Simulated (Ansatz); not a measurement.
## Worked example: C2H5ClSn + SiH2(CH3)(NH2) → C2H7NSn + SiH2(CH3)Cl

Species: C2H5ClSn `C[CH2][Sn][Cl]`, singlet; SiH2(CH3)(NH2), singlet; C2H7NSn `C[CH2][Sn][NH2]`, singlet; SiH2(CH3)Cl ((chlorosilyl)methane), singlet. The partners trade Cl for NH2: Sn–Cl and Si–NH2 bonds give way to Sn–NH2 and Si–Cl.

Shapes, held fixed at every level: PBE0-D4/def2-TZVP. Flexible molecules stand in one conformer, not always the lowest. Programs: Ansatz 0.2.0. The zero-point and thermal change to 298 K, harmonic and unscaled (PBE0-D4/def2-TZVP), is -0.4 kJ/mol.

At CCSD(T)/def2-TZVPP; 1 Eh = 2625.50 kJ/mol:

```
       species  energy (Eh)
      C2H5ClSn  -752.503279
SiH2(CH3)(NH2)  -386.002384
       C2H7NSn  -348.614554
   SiH2(CH3)Cl  -789.878086
```

**Question.** Work out ΔH(298 K) of the reaction at this level.

**Answer.** 
1. Products less reactants: (-348.614554) + (-789.878086) − [(-752.503279) + (-386.002384)] = 0.013023 Eh = +34.2 kJ/mol.
2. With the thermal change: +34.2 + (-0.4) = +33.8 kJ/mol.

Other levels give +33.6 (CCSD(T)/def2-SVP) to +58.7 kJ/mol (HF/def2-SVP). No measured value is set beside it here. For atoms past krypton def2 sets carry core potentials with scalar relativity. Outer-core shells of Sn are correlated in most correlated rows, in sets that cover them unevenly.
